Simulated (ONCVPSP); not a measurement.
# Se: excitation energies, all-electron against ONCV

```
Element                 : selenium
Generator               : ONCVPSP 4.0.1
Type                    : optimised norm-conserving Vanderbilt (ONCV)
Functional              : PBE
Relativity              : scalar-relativistic
Frozen core             : [Ne]
Valence charge          : 24
Reference configuration : 3s2 3p6 3d10 4s2 4p2 (charge +2)
Partial waves           : 3s+4s: rc 0.80 bohr, ncon 3, nbas 7, qcut 11.6 1/bohr, 2 projectors; 3p+4p: rc 1.05 bohr, ncon 5, nbas 10, qcut 11.5 1/bohr, 2 projectors; 3d: rc 0.95 bohr, ncon 4, nbas 8, qcut 19.6 1/bohr, 2 projectors, debl 1.5 Ha
Local potential         : polynomial inside 0.50 bohr (lpopt 5, dvloc0 0 Ha)
Core correction         : Teter function fitted to the true core (icmod 2), fcfact 0.5
```

In the d channel the program set the typed energies aside and used -2.786, 0.250 Ha.

Energies are relative to the spin-unpolarised reference configuration 3s2 3p6 3d10 4s2 4p2; without spin polarisation the order of configurations can differ from experiment.

```
valence configuration  charge  ΔE all-electron (eV)  error AE − PS (meV)
 3s2 3p6 3d10 4s2 4p4       0               -31.194                 +2.7
  3s2 3p6 3d9 4s2 4p4      +1                32.897                  +97
```

Question: What are ΔE and the potential's error for 3s2 3p6 3d10 4s2 4p1?

Answer: ΔE = 30.869 eV all-electron; the error (AE − PS) is -2.9 meV.

Question: What are ΔE and the potential's error for 3s2 3p6 3d10 4s2 4p3?

Answer: ΔE = -20.348 eV all-electron; the error (AE − PS) is +1.8 meV.
